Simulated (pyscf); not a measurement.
Structures and frequencies: ωB97X-D3(BJ)/def2-SVP in PySCF. MP2 and CC: frozen core, UHF for open shells. ΔMP2 is the change of the MP2 total energy from the triple- to the quadruple-zeta basis.

Task: PBE/def2-TZVP puts the barrier of HO–Al [singlet] + silanol (HO–SiH₃) → HO–AlH–O–SiH₃ (insertion; singlet surface; H–O broken, Al–O, Al–H formed) at 61.1 kJ/mol and the reaction energy at -203.6 kJ/mol, from the separated reactants. What do r²SCAN/def2-TZVP, ωB97M-D3(BJ)/def2-TZVP, CCSD(T)/def2-TZVPP + ΔMP2(QZVPP) give on the same structures?

Result: r²SCAN: ΔE‡ = 57.6 kJ/mol, ΔE = -239.3 kJ/mol; ωB97M-D3(BJ): ΔE‡ = 99.2 kJ/mol, ΔE = -213.9 kJ/mol; CCSD(T): ΔE‡ = 90.9 kJ/mol, ΔE = -224.0 kJ/mol. PBE's barrier lies among them. Its reaction energy lies over all of them, by 10.2 to 35.7 kJ/mol. On the reactant side the descent ends in an adduct with a Al–O, O–Si contact, 54.3 kJ/mol under the separated species and 143.7 kJ/mol under the saddle at ωB97X-D3(BJ)/def2-TZVP. What is counted as formed (Al–O) is already present as a longer contact in the reactant adduct; forming that adduct is a step of its own. One saddle was located; it need not be the lowest between these sides. The CCSD(T) − MP2 part came from Ansatz, without density fitting, on the same reference.
